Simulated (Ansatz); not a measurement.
All values below come from Ansatz (a first-principles code) with frozen-core CCSD(T)/cc-pVTZ // PBE0-D4/def2-TZVP.

Ansatz 0.2 input:
```yaml
crystal:
  periodic: [false, false, false]
  atoms:
    - { symbol: O, position_ang: [0.980537, 0.54117, 0.475836] }
    - { symbol: B, position_ang: [0.06492, -0.295545, -0.051556] }
    - { symbol: O, position_ang: [-1.136557, 0.169052, -0.448032] }
    - { symbol: H, position_ang: [1.795464, 0.100241, 0.720928] }
    - { symbol: H, position_ang: [-1.704364, -0.51492, -0.806321] }
basis:
  gaussian: { orbitals: cc-pVTZ }
correlation:
  method: ccsd_t
magnetization:
  spin_polarized: true
  initial_magnetization: 1
```

Output:

```
Functional definition: HF
711 factors; integrals over basis functions are off by at most 8.5e-4 eV
mean field evaluation 1: about -4777.0631 eV, gradient 3.1e1 eV
mean field evaluation 2: about -4777.0661 eV, gradient 3.1e1 eV
mean field evaluation 4: about -4780.7326 eV, gradient 2.8e0 eV
mean field evaluation 8: about -4780.8626 eV, gradient 1.9e-1 eV
mean field evaluation 16: about -4780.8372 eV, gradient 9.8e-1 eV
mean field -4780.86322458 eV, -175.6934829177 hartree, gradient 2.1e-6 eV, S^2 0.753357; 0 other end points of the search recorded, 0 dependent functions left out
3 core orbitals not correlated
reference -4780.86322458 eV, -175.6934829177 hartree; 9, 8 occupied and 106, 107 virtual orbitals, 711 factors
second order -15.13524618 eV of doubles, -0.00000000 eV of singles
cycle   1  -14.97098173 eV  change    1.6e-1 eV  update   8.0e-2
cycle   2  -15.29561117 eV  change   -3.2e-1 eV  update   2.4e-2
cycle   3  -15.38013904 eV  change   -8.5e-2 eV  update   1.4e-2
cycle   4  -15.36740759 eV  change    1.3e-2 eV  update   4.1e-3
cycle   5  -15.36641654 eV  change    9.9e-4 eV  update   2.0e-3
cycle   6  -15.36696606 eV  change   -5.5e-4 eV  update   5.8e-4
cycle   7  -15.36688990 eV  change    7.6e-5 eV  update   2.7e-4
cycle   8  -15.36694071 eV  change   -5.1e-5 eV  update   9.6e-5
cycle   9  -15.36694883 eV  change   -8.1e-6 eV  update   3.6e-5
cycle  10  -15.36693482 eV  change    1.4e-5 eV  update   1.1e-5
perturbative correction -0.56108794 eV, -0.0206196016 hartree
Total energy: -4796.79124734 eV, -176.2788269580 hartree
```

Cost: very roughly 40 core-seconds.
